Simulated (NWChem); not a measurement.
System: C3H4BFO; SMILES CC#CB(O)F

Parts of the log:

```
             Northwest Computational Chemistry Package (NWChem) 7.3.0
             --------------------------------------------------------

 C1  symmetry detected

                             Geometry "geometry" -> ""
                             -------------------------

 Output coordinates in angstroms (scale by  1.889725989 to convert to a.u.)

  No.       Tag          Charge          X              Y              Z
 ---- ---------------- ---------- -------------- -------------- --------------
    1 C                    6.0000    -0.02969394     3.02991190    -0.00013402
    2 C                    6.0000    -0.01095450     1.57241123    -0.00148900
    3 C                    6.0000     0.00750661     0.35763787    -0.00050984
    4 B                    5.0000     0.01580437    -1.16174671    -0.00014874
    5 O                    8.0000     1.18541081    -1.85110867     0.00000250
    6 F                    9.0000    -1.14257997    -1.84521527    -0.00001151
    7 H                    1.0000    -0.11474489     3.41595727     1.02313207
    8 H                    1.0000    -0.88095836     3.41662949    -0.57321274
    9 H                    1.0000     0.88872465     3.44041984    -0.43648219
   10 H                    1.0000     1.02674103    -2.80823223     0.00018733

 Effective nuclear repulsion energy (a.u.)     186.7516815857

                                 NWChem DFT Module
                                 -----------------

 Summary of "ao basis" -> "ao basis" (spherical)
 ------------------------------------------------------------------------------
       Tag                 Description            Shells   Functions and Types
 ---------------- ------------------------------  ------  ---------------------
 C                         def2-tzvp                11       31   5s3p2d1f
 B                         def2-tzvp                11       31   5s3p2d1f
 O                         def2-tzvp                11       31   5s3p2d1f
 F                         def2-tzvp                11       31   5s3p2d1f
 H                         def2-tzvp                 4        6   3s1p

            General Information
            -------------------
          SCF calculation type: DFT
          Wavefunction type:  closed shell.
          No. of atoms     :    10
          No. of electrons :    44
           Alpha electrons :    22
            Beta electrons :    22
          Charge           :     0
          Spin multiplicity:     1
          Use of symmetry is: off; symmetry adaption is: off
          Maximum number of iterations: 150
          AO basis - number of functions:   210
                     number of shells:    82
          Convergence on energy requested:  1.00D-06
          Convergence on density requested:  1.00D-05
          Convergence on gradient requested:  5.00D-04

              XC Information
              --------------
                         B3LYP Method XC Potential
                     Hartree-Fock (Exact) Exchange  0.200
                        Slater Exchange Functional  0.800 local
                    Becke 1988 Exchange Functional  0.720 non-local
              Lee-Yang-Parr Correlation Functional  0.810
                  VWN I RPA Correlation Functional  0.190 local

             Grid Information
             ----------------
          Grid used for XC integration:  medium
          Radial quadrature: Mura-Knowles
          Angular quadrature: Lebedev.
          Tag              B.-S. Rad. Rad. Pts. Rad. Cut. Ang. Pts.
          ---              ---------- --------- --------- ---------
          C                   0.70       49          14.0       434
          B                   0.85       49          12.0       434
          O                   0.60       49          14.0       434
          F                   0.50       49          14.0       434
          H                   0.35       45          15.0       434
          Grid pruning is: on
          Number of quadrature shells:   474
          Spatial weights used:  Erf1

      Superposition of Atomic Density Guess
      -------------------------------------

 Sum of atomic energies:        -313.75031987

      Non-variational initial energy
      ------------------------------

 Total energy =    -316.490976
 1-e energy   =    -797.910070
 2-e energy   =     294.667412
 HOMO         =      -0.341111
 LUMO         =      -0.011241

------------------------------------------------------------
EAF file 0: "./job.aoints.0" size=482344960 bytes
------------------------------------------------------------
               write      read    awrite     aread      wait
               -----      ----    ------     -----      ----
     calls:      920         0         0         0         0
   data(b): 4.82e+08  0.00e+00  0.00e+00  0.00e+00
   time(s): 0.00e+00  0.00e+00  0.00e+00  0.00e+00  0.00e+00
rate(mb/s): 0.00e+00  0.00e+00
------------------------------------------------------------

     ---------------------------------------------
      Total Density - Mulliken Population Analysis
     ---------------------------------------------

    Atom       Charge   Shell Charges
 -----------   ------   -------------------------------------------------------
    1 C    6     6.49   0.86  1.12  0.54  0.65  0.22  1.24  1.39  0.42  0.01  0.03  0.00
    2 C    6     5.77   0.86  1.12  0.60  0.55  0.06  1.12  1.12  0.25  0.02  0.07  0.01
    3 C    6     6.50   0.86  1.12  0.60  0.53  0.13  1.28  1.50  0.43  0.01  0.02  0.01
    4 B    5     4.13   0.91  1.07  0.49  0.28  0.03  0.68  0.36  0.06  0.10  0.11  0.04
    5 O    8     8.72   0.79  1.18  0.59  0.93  0.24  2.01  2.15  0.81  0.00  0.01  0.00
    6 F    9     9.44   0.77  1.20  0.61  1.00  0.32  2.36  2.33  0.85  0.00  0.01  0.00
    7 H    1     0.80   0.23  0.43  0.11  0.02
    8 H    1     0.80   0.24  0.43  0.12  0.02
    9 H    1     0.80   0.24  0.43  0.12  0.02
   10 H    1     0.54   0.19  0.25  0.06  0.04

   convergence    iter        energy       DeltaE   RMS-Dens  Diis-err
 ---------------- ----- ----------------- --------- --------- ---------
 d= 0,ls=0.0,diis     1   -316.7411420211 -5.03D+02  1.07D-02  1.22D+00
 d= 0,ls=0.0,diis     2   -316.7363980380  4.74D-03  3.25D-03  1.38D+00
 d= 0,ls=0.0,diis     3   -316.8406980624 -1.04D-01  1.62D-03  1.71D-01
 d= 0,ls=0.0,diis     4   -316.8488055653 -8.11D-03  6.40D-04  7.33D-02
 d= 0,ls=0.0,diis     5   -316.8575169343 -8.71D-03  1.53D-04  2.37D-03
  Resetting Diis
 d= 0,ls=0.0,diis     6   -316.8577614865 -2.45D-04  3.85D-05  1.95D-04
 d= 0,ls=0.0,diis     7   -316.8577803306 -1.88D-05  3.08D-05  1.53D-05
 d= 0,ls=0.0,diis     8   -316.8577780312  2.30D-06  1.56D-05  4.46D-05
 d= 0,ls=0.0,diis     9   -316.8577815636 -3.53D-06  1.86D-06  4.16D-07
 d= 0,ls=0.0,diis    10   -316.8577815984 -3.48D-08  8.78D-07  8.21D-08

         Total DFT energy =     -316.857781598413
      One electron energy =     -803.048598407710
           Coulomb energy =      340.381420642811
    Exchange-Corr. energy =      -40.942285419196
 Nuclear repulsion energy =      186.751681585682

 Numeric. integr. density =       43.999997857076

                       DFT Final Molecular Orbital Analysis
                       ------------------------------------

 Vector   20  Occ=2.000000D+00  E=-3.707194D-01
              MO Center=  7.6D-01, -1.8D+00,  7.8D-04, r^2= 1.5D+00
   Bfn.  Coefficient  Atom+Function         Bfn.  Coefficient  Atom+Function
  ----- ------------  ---------------      ----- ------------  ---------------
   132      0.417736   5 O  pz              135      0.345760   5 O  pz
   138      0.248860   5 O  pz              163     -0.203707   6 F  pz
   166     -0.162493   6 F  pz              169     -0.125245   6 F  pz
   101      0.107160   4 B  pz              104      0.061258   4 B  pz
    70      0.045195   3 C  pz               73      0.041309   3 C  pz

 Vector   21  Occ=2.000000D+00  E=-2.848767D-01
              MO Center=  3.2D-02,  9.2D-01,  2.6D-02, r^2= 2.3D+00
   Bfn.  Coefficient  Atom+Function         Bfn.  Coefficient  Atom+Function
  ----- ------------  ---------------      ----- ------------  ---------------
    70      0.300653   3 C  pz               39      0.273685   2 C  pz
    73      0.239708   3 C  pz               42      0.220353   2 C  pz
    45      0.143812   2 C  pz               76      0.133181   3 C  pz
   132     -0.107860   5 O  pz              188     -0.103920   7 H  s
     8     -0.089198   1 C  pz              135     -0.089102   5 O  pz

 Vector   22  Occ=2.000000D+00  E=-2.794534D-01
              MO Center= -3.9D-03,  1.1D+00, -2.9D-02, r^2= 2.1D+00
   Bfn.  Coefficient  Atom+Function         Bfn.  Coefficient  Atom+Function
  ----- ------------  ---------------      ----- ------------  ---------------
    68      0.301587   3 C  px               37      0.292106   2 C  px
    71      0.241790   3 C  px               40      0.233639   2 C  px
    43      0.170787   2 C  px               74      0.106858   3 C  px
   200     -0.096519   9 H  s                 6     -0.090108   1 C  px
   194      0.088408   8 H  s               201     -0.072604   9 H  s

 Vector   23  Occ=0.000000D+00  E=-3.022919D-02
              MO Center=  2.3D-02,  1.8D-01,  2.5D-02, r^2= 4.0D+00
   Bfn.  Coefficient  Atom+Function         Bfn.  Coefficient  Atom+Function
  ----- ------------  ---------------      ----- ------------  ---------------
    45      0.400153   2 C  pz              189     -0.326486   7 H  s
   104     -0.315733   4 B  pz               76     -0.290124   3 C  pz
   101     -0.291367   4 B  pz               39      0.272274   2 C  pz
    42      0.238117   2 C  pz              138      0.186173   5 O  pz
   195      0.182077   8 H  s               107     -0.179003   4 B  pz

[...]
```

Level: B3LYP/def2-TZVP. All runs use the structure optimised with B3LYP/6-31G* (spherical d).

**Question.** Write an input that gives this output.

**Answer.** Several could match; the one computed here: the input that was run:
```
start job
memory heap 200 mb stack 900 mb global 1100 mb
geometry units angstroms noautoz
  C     -0.029567     3.018494     0.000691
  C     -0.008990     1.561024    -0.003668
  C      0.010922     0.346274    -0.005088
  B      0.021077    -1.173096    -0.008279
  O      1.190714    -1.861123     0.033760
  F     -1.135661    -1.857882    -0.053100
  H     -0.153212     3.401795     1.021049
  H     -0.859335     3.405722    -0.602766
  H      0.903984     3.431175    -0.400041
  H      1.033330    -2.818424     0.025592
end
basis spherical
  * library def2-tzvp
end
dft
  xc b3lyp
  iterations 150
  semidirect filesize 400000000
  mulliken
end
task dft energy
```
